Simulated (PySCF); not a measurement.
A GIAO shielding run with PySCF 2.14.0 with density-fitted response routines (density fitting, non-relativistic, gas phase) on `InChI=1S/C7H14Si2/c1-2-7-6(3-4-8)5-9-7/h2,5,7H,1,3-4,9H2,8H3/t7-/m1/s1`:

```
$ OMP_NUM_THREADS=1 python probes_run.py task.json out

{"job": {"kind": "nmr", "xc": "PBE0", "basis": "pcSseg-1"}, "charge": 0, "multiplicity": 1}
C     -2.279251     1.450824    -1.286495
C     -1.679602     0.320521    -0.948163
C     -1.540722    -0.185703     0.433475
Si    -2.279905    -1.965262     0.743014
C     -0.424297    -2.084176     1.002110
C     -0.187982    -0.783640     0.772481
C      1.088810    -0.022050     0.824472
C      1.591488     0.341557    -0.577827
Si     3.261111     1.248663    -0.540342
H     -2.387354     1.759430    -2.312675
H     -2.692959     2.114317    -0.544140
H     -1.280933    -0.329590    -1.718264
H     -1.841153     0.587763     1.144624
H     -3.131927    -2.071988     1.925775
H     -2.889802    -2.614687    -0.415388
H      0.304462    -2.833102     1.271749
H      1.842756    -0.623615     1.339995
H      0.935512     0.897450     1.396850
H      1.676551    -0.574890    -1.166452
H      0.838706     0.959202    -1.071679
H      3.113141     2.521024     0.170011
H      3.711162     1.492731    -1.911601
H      4.247434     0.422206     0.161472
```

Hardware: 1 thread of an Arm Neoverse N1, shared host. The job also computes population analyses, field gradients, ring-centre shieldings.

Question: How large is the calculation?

Answer: 84 electrons, 237 basis functions and 1271 auxiliary functions.

Question: How long does it take, and how much memory does it need?

Answer: 96 s of wall time, with 14 SCF cycles and 5 response iterations; peak memory 1 GiB. Times on a shared host scatter by some tens of per cent.
